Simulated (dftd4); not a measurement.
zinc atom (Zn), singlet; D4 for revpbe in dftd4.

Input for dftd4:
```
$ dftd4 mol.xyz --func revpbe --charge 0 --json dftd4.json --noedisp --property

# file mol.xyz
1

Zn     0.00000000     0.00000000     0.00000000
```

What the program printed (banner, timings and long lists left out):

```
                    ____  _____ _____     ____  _  _
      -------------|  _ \|  ___|_   _|---|  _ \| || |------------
     |             | | | | |_    | | ___ | | | | || |_           |
     |             | |_| |  _|   | ||___|| |_| |__   _|          |
     |             |____/|_|     |_|     |____/   |_|            |
     |             ===================================           |
     |            E. Caldeweyher, S. Ehlert & S. Grimme          |
     |          Mulliken Center for Theoretical Chemistry        |
     |                    University of Bonn                     |
      -----------------------------------------------------------

Rational (Becke-Johnson) damping: revpbe-D4-ATM
---------------------
  s6         1.0000
  s8         1.7468
  s9         1.0000
  a1         0.5363
  a2         3.0726
 alp        16.0000
--------------------

Atomic data, radii in Ångström:
------------------------------------------------------
   Z          R(cov)      r4/r2   hardness         EN
------------------------------------------------------
  30 Zn       1.4533     2.6978     0.2759     1.6500
------------------------------------------------------

Atomic reference systems (in atomic units):
----------------------------------------------------------------------------
   Z        #      CN     q+Z       C6(AA)   #      CN     q+Z       C6(AA)
----------------------------------------------------------------------------
  30 Zn     1  0.0000 30.0000     346.5908   2  1.7534 30.2580     116.4186
----------------------------------------------------------------------------

Atomic properties (in atomic units):
----------------------------------------------------------------------------
     #    Z              CN          q      C6(AA)        C8(AA)   alpha(0)
----------------------------------------------------------------------------
     1   30 Zn       0.0000     0.0000    346.5908    27025.0933    44.8764
----------------------------------------------------------------------------

Molecular properties (in atomic units):
----------------------------------------
 molecular C6                 346.5908
 molecular C8               27025.0933
----------------------------------------

Dispersion energy:       0.0000000000000E+00 Eh

[Info] JSON dump of results written to 'dftd4.json'
```
